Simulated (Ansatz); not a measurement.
Two isomers of CH9BGeSi: A = `B[CH2][GeH2][SiH3]`, B = `[BH2][GeH]([CH3])[SiH3]`.

Computed with Ansatz on PBE0-D4/def2-TZVP structures; ΔE is electronic, products minus reactants. CBS: MP2 limit from def2 TZ/QZ plus the TZ coupled-cluster correction, frozen cores. DFT in def2-TZVPP. B3LYP here is the variant with VWN-RPA as its local correlation; programs differ in this. For Ge outer-core shells are correlated without core-valence functions, which leaves a few kJ/mol of doubt a bond. Scalar relativity is left out up to krypton. Each species was taken in one conformer, which may not be the lowest.

Q: Which is lower in electronic energy at CCSD(T)/CBS, and by how much? (Best estimate.)

A: The calculation gave: A, by 7.1 kcal/mol.

Q: Give E(B) − E(A) in kcal/mol with PBE0-D4, B3LYP, B3LYP-D4, HF/def2-TZVPP, PBE-D4, MP2/def2-TZVPP, ωB97M-V. (Best estimate.)

A: Ansatz gave: PBE0-D4 7.8, B3LYP 6.4, B3LYP-D4 7.2, HF/def2-TZVPP 5.1, PBE-D4 7.7, MP2/def2-TZVPP 8.1, ωB97M-V 8.6. None reverses the order clearly.

Largest T1 diagnostic: 0.012.

The D4 term adds +0.8 kcal/mol with B3LYP and +0.4 kcal/mol with PBE0; it sums over pairs of atoms, weighted by their polarisabilities, and B3LYP, whose exchange is more repulsive, gets the larger term. In def2-TZVPP, CCSD(T) changes the Hartree–Fock value by +2.1 kcal/mol (the triples alone add +0.6 kcal/mol) and MP2 by +3.1 kcal/mol.
